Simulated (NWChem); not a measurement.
CH₆Ge; SMILES [CH3][GeH3]

Results from NWChem. Coordinates come from a PBE-D3(BJ)/def2-SVP optimisation. Isotropic polarisability at PBE0/aug-cc-pVDZ. A Cauchy series cut after its second term is a line in ω².

```
row      ω² (10⁻³ Ha²)  α (bohr³)
-------  -------------  ---------
static            0.00      48.43
1065 nm           1.83   withheld
589 nm            5.98      50.08
400 nm           12.97      52.22
```

Problem. Fit a straight line of the last column on the one before it, predict the withheld value, and compare with the run.

Solution. 
1. Means of the 3 shown rows: x = 6.317, y = 50.243. Slope Σ(x − x̄)(y − ȳ)/Σ(x − x̄)² = 24.66/84.28 = 0.2926; intercept 48.395.
2. The shown rows scatter about the line by 0.046 (root mean square); the largest residual is -0.06, at 589 nm.
3. At x = 1.83 (1065 nm; inside the shown range) the line gives 48.93.
4. The run gives 48.92, -0.01 from the line, 0.2 times the scatter. The intercept estimates α(0), and the slope, 293 bohr³/Ha², the next Cauchy moment.
